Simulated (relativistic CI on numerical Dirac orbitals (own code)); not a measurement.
## What each ingredient does to the levels of Sb⁴⁷⁺

Base calculation: Dirac-Coulomb-Breit CI, KLI orbitals optimised for each configuration, a model potential for QED, unscaled Slater integrals.

Configurations in the expansion (outside the closed core 1s2): 2s², 2s2p, 2p², 2p3s, 2p3p, 2s3s, 2s3p, 2s3d, 2s4s, 2s4p, 2s4d, 2s4f, 3s², 3s3p, 3p². Levels of other configurations are missing.

Variants: (1) valence Slater integrals scaled by 0.9. Shifts of the energy above 2s² ¹S0, in eV, for the lowest level and the first level of each name with at least 55 % of one term (blank where a level changes its place among those of its configuration and J or its character, or is not in the variant):

```
    Level     Base   Δ(1)
  2s² ¹S0     0.00   0.00
2s2p ³P°0    96.71  +0.30
2s2p ³P°1   117.95  -1.57
  2p² ³P0   280.20  -3.17
2s2p ³P°2   381.30  +0.38
2s2p ¹P°1   442.58  -6.06
  2p² ³P1   537.94  -0.33
  2p² ¹D2   553.02  -2.02
  2p² ³P2   831.34  -1.33
  2p² ¹S0   877.82  -6.19
 2s3s ³S1  4773.27  -0.90
 2s3s ¹S0  4793.22  -2.71
2s3p ³P°0  4820.76  -1.48
2s3p ³P°1  4821.66  -1.57
2p3s ³P°0  4896.54  -1.55
2s3p ³P°2  4904.33  -1.53
 2s3d ³D2  4930.69  -1.47
 2s3d ³D3  4951.21  -1.23
 2p3p ³P0  4957.20  -3.74
 2s3d ¹D2  4963.78  -2.53
2p3s ³P°2  5185.86  -1.53
2p3s ¹P°1  5193.39  -2.41
```

At this charge energies of transitions that change n are usually good to better than 1 %, and those within a shell (Δn = 0) to a few per cent.

Ionisation energy from the two ground configurations alone: base 8454.22 eV. The NIST ASD value (theoretical) is 8455 eV.

LS names give the leading component of a level, which can be under half, so a name can repeat, a term be missing and a line seem to break the LS rules.
